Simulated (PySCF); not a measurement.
## NMR problem set

Theoretical values (PySCF 2.14.0 with density-fitted response routines): σ from GIAO-PBE0/pcSseg-1, coordinates at the GFN2-xTB level. Relativity neglected, equivalent nuclei averaged, isolated molecule, one computed conformer.

References, each an isolated molecule treated in the same way: 1H (σref 31.72) and 13C (σref 186.93) vs TMS. Splittings of carbon signals by F and P are missing where no couplings were computed. Where no couplings were computed, multiplicities follow the n + 1 count of equivalent neighbours, and m marks all less simple cases (inequivalent or close neighbours, rings, F or P nearby). Shifts are as computed. Against solution values, carbons near 30 ppm lie about +3 ppm off and those near 130 ppm about +5 ppm. Of 1211 compounds with measured shifts, 218 miss one by over three times the rms of a fit or turn the order of signals round; such compounds aren't used in these exercises.

Question: C₅H₄F₃NO₂. 1H NMR (300 MHz, computed): δ 6.49 (m, 1H), 4.22 (s, 3H). 13C{1H} NMR (computed): δ 177.7 (C), 169.1 (C), 127.7 (C), 106.2 (CH), 58.5 (CH3). Give a structure.

Answer: `COc1cc(C(F)(F)F)on1`. The formula gives 3 degrees of unsaturation (1 ring in the answer). 5 carbon signals for 5 carbons: no two carbons are equivalent. Carbon types of the structure: 3 × C, 1 × CH, 1 × CH3, which accounts for all hydrogens. δC 177.7: aromatic carbon bearing oxygen; the electronegative substituent deshields the carbon that carries it. δC 169.1: substituted aromatic carbon next to the ring oxygen. δC 127.7: CF3 carbon; 3 electronegative neighbours deshield it. δC 106.2: aromatic CH; it is ortho or para to a lone-pair donor and shielded by resonance.

The shifts were computed for this structure.

Question: C₅H₁₀P₂. 1H NMR (500 MHz, computed): δ 9.75 (m, 1H), 7.25 (m, 1H), 5.73 (m, 1H), 5.57 (m, 1H), 1.23 (m, 6H). 13C{1H} NMR (computed): δ 212.4 (CH), 149.4 (CH), 129.2 (CH2), 17.6 (CH3). What is it?

Answer: SMILES P(/P=C/C=C)(C)C. 4 carbon signals for 5 carbons: some carbons are equivalent by symmetry or fast rotation. Carbon types of the structure: 2 × CH, 1 × CH2, 2 × CH3, which accounts for all hydrogens. δC 212.4: carbon double-bonded to a heavier main-group atom. δC 149.4: alkene CH; an sp2 carbon of a C=C bond. δC 129.2: terminal =CH2 carbon; as expected for a trigonal carbon in a double bond. δH 9.75: hydrogen on a carbon double-bonded to a heavier main-group atom.

The data come from this structure; uniqueness wasn't tested.
